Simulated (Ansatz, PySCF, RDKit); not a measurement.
Dimer: NH3 (SMILES N) (first 4 atoms) with CHN (SMILES C#N); geometry from B3LYP-D3(BJ)/def2-TZVP, rigid monomers moved along the line of their centres of mass till N1···H7 is 2.90 Å.
(charge 0, multiplicity 1):
```xyz
7

N     -0.3143     0.0262     0.0127
H     -1.1880     0.4366    -0.2992
H      0.4363     0.5891    -0.3731
H     -0.2471    -0.8937    -0.4094
C     -0.1146    -0.1550     3.9909
N     -0.0586    -0.2059     5.1361
H     -0.1681    -0.1067     2.9070
```

Interaction energies are E(AB) − E(A) − E(B) at the monomers' geometry in the complex; basis-set methods are counterpoise corrected. Rows marked so take none. RDKit's UFF carries no charges.

Rows in 6-31G* carry no dispersion term and start afresh at each structure (6-31G* with six Cartesian d functions).

Run with Ansatz (Gaussian orbitals); PySCF for 6-31G* rows, the dispersion terms; RDKit for the force fields. Values without a source in brackets are computed.

Q: One of these levels gives -18.2 kJ/mol for the interaction energy. Which?
A. M06-2X/6-31G* (no counterpoise)
B. UFF
C. MMFF94
D. PBE-D3(BJ)/def2-TZVPPD

A: D, PBE-D3(BJ)/def2-TZVPPD. The others give -14.9 (MMFF94), -1.1 (UFF), -22.7 (M06-2X/6-31G* (no counterpoise))

Ansatz is a quantum-chemistry and plane-wave program.
